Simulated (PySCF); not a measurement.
# C3H9FNSi2: g tensor and hyperfine couplings

Species: C₃H₉FNSi₂ (doublet state).
Z-matrix (Å and degrees, GFN2-xTB geometry), rows numbered from 1:
```
F 
C   1  1.3704
C   2  1.4880  1  117.61
C   2  1.4891  1  117.77  3   -70.05
Si  4  1.8849  2  118.38  3  -108.19
N   5  1.7385  4  107.32  2   166.55
Si  6  1.7334  5  131.13  4     7.70
H   2  1.0835  1  109.35  3   144.17
H   3  1.0794  2  117.15  4   107.95
H   3  1.0801  2  118.27  4  -109.35
H   4  1.0830  2  115.44  3   106.57
H   5  1.4660  4  112.51  2    48.24
H   6  1.0064  5  113.42  4  -178.76
H   7  1.4616  6  105.67  5  -175.08
H   7  1.4644  6  108.58  5   -55.14
H   7  1.4675  6  110.36  5    64.81
```

The hyperfine couplings belong to this conformer and change with its torsions.

The species is `F[C@@H]1C[C@@H]1[SiH]N[SiH3]` [radical].

Computed, not measured: PySCF 2.14.0, UKS B3LYP, pcH-1 on C F H N Si, non-relativistic, mean-field spin-orbit, GIAO. One conformer (not necessarily the lowest) at the GFN2-xTB geometry, without solvent, vibrations or thermal averaging. Couplings are sensitive to structure, and on GFN2-xTB geometries they can be far from those on DFT ones, by a factor of two or more for some ions and for spin on atoms past the first row. The SCF solution wasn't tested for stability.

```json
{
  "g1, g2, g3": "2.00222, 2.00260, 2.00288",
  "g_iso": "2.00257",
  "Form of g": "rhombic: the two nearest values differ by 42 % of g3 − g1",
  "⟨S²⟩": "0.7515 (exact 0.7500)",
  "HOMO–LUMO gap, α and β orbitals": "5.12, 5.28 eV",
  "Total energy": "-853.31521 Eh"
}
```

Hyperfine couplings atom by atom, in MHz; T1 to T3 are the principal values of the dipolar part; ρ(0) is the spin density at the nucleus:

```csv
atom,isotope,a_iso,of which spin–orbit,T1,T2,T3,Mulliken spin population,ρ(0) (bohr⁻³)
F1,19F,1.0,0.1,-6.6,-1.5,8.1,0.00,0.0002
C2,13C,3.0,0.0,-1.1,-0.6,1.7,0.00,0.0027
C3,13C,26.7,0.0,-3.6,-3.3,7.0,0.03,0.0238
C4,13C,36.4,0.0,-4.3,-3.6,7.9,0.00,0.0324
Si5,29Si,-559.8,0.9,-145.9,71.2,74.6,0.81,0.6310
N6,14N,12.5,0.0,-6.3,-5.9,12.2,0.09,0.0386
Si7,29Si,-1.6,0.0,-2.7,1.2,1.6,0.01,0.0018
H8,1H,0.1,0.0,-1.3,-0.8,2.2,0.00,0.0000
H9,1H,1.8,0.0,-3.2,-0.3,3.5,0.00,0.0004
H10,1H,11.4,0.0,-2.3,-0.8,3.1,0.01,0.0026
H11,1H,-2.9,0.0,-3.6,-1.9,5.5,0.00,-0.0007
H12,1H,136.9,0.0,-7.5,0.0,7.5,0.06,0.0306
H13,1H,-5.0,0.0,-7.6,-3.8,11.4,-0.01,-0.0011
H14,1H,3.6,0.0,-1.2,-1.1,2.3,0.00,0.0008
H15,1H,4.9,0.0,-1.4,-0.9,2.3,0.00,0.0011
H16,1H,5.8,0.0,-1.4,-1.1,2.5,0.00,0.0013
```

The largest Mulliken spin populations are on Si5 (+0.81) and N6 (+0.09). Si5 is the only atom above +0.15. The angles at Si5 add up to 327.5°, so it is pyramidal.

Under fast tumbling the dipolar parts average out, and these isotropic splittings remain (the largest six): 1 × 1H (H12, I = 1/2, 2 lines) with 4.88 mT, 1 × 14N (N6, I = 1, 3 lines) with 0.45 mT, 1 × 1H (H10, I = 1/2, 2 lines) with 0.41 mT, 1 × 1H (H13, I = 1/2, 2 lines) with 0.18 mT, 3 × 1H (H14/H15/H16, I = 1/2, 4 lines) with 0.17 mT and 1 × 1H (H11, I = 1/2, 2 lines) with 0.10 mT.

Class means assume fast exchange of nuclei equivalent by connectivity; if that motion is slow, each nucleus keeps its own coupling.

The 13C coupling of C4 (36.4 MHz) shows only in satellite lines or after enrichment, since that isotope makes up about 1.07 % of natural carbon.

The 29Si coupling of Si5 (-559.8 MHz) shows only in satellite lines or after enrichment, since that isotope makes up about 4.7 % of natural silicon.

β density exceeds α density at some nuclei, such as H13 (-0.0011), spin density in bohr⁻³. In a single determinant that takes different orbitals for the two spins, that is spin polarisation.
